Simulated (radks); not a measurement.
The numbers below are computed, except where a source is named.
Question: Nb2+, configuration [Kr] 4d3. Level of theory: Dirac Kohn-Sham, PBE, spin-unpolarised, spherical densities, point nucleus; open shells fill j = l - 1/2 first (a radial shooting solver on a logarithmic mesh with Libxc functionals). Some entries of the table are withheld. Estimate them.

orbital  occ.  eigenvalue (hartree)  <r^2> (bohr^2)  r(max) (bohr)
1s1/2       2             -691.5297        0.001757        0.02349
2s1/2       2                   (1)         0.02938         0.1333
2p1/2       2             -89.31206         0.02224         0.1039
2p3/2       4             -85.79223         0.02361         0.1076
3s1/2       2             -16.76763             (2)         0.3957
3p1/2       2                   (3)          0.2242         0.3833
3p3/2       4                   (4)          0.2349         0.3925
3d3/2       4              -7.91819          0.2241         0.3330
3d5/2       6              -7.81205          0.2276         0.3357
4s1/2       2                   (5)           1.513          1.032
4p1/2       2              -1.95582           1.851          1.105
4p3/2       4              -1.87765           1.939          1.130
4d3/2       3                   (6)           4.071            (7)
4d5/2       0                   (8)           4.139            (9)

Answer: 
(1) 2s1/2 eigenvalue (hartree): -97.26518
(2) 3s1/2 <r^2> (bohr^2): 0.2250
(3) 3p1/2 eigenvalue (hartree): -13.77355
(4) 3p3/2 eigenvalue (hartree): -13.20341
(5) 4s1/2 eigenvalue (hartree): -2.78435
(6) 4d3/2 eigenvalue (hartree): -0.70399
(7) 4d3/2 r(max) (bohr): 1.438
(8) 4d5/2 eigenvalue (hartree): -0.69668
(9) 4d5/2 r(max) (bohr): 1.449
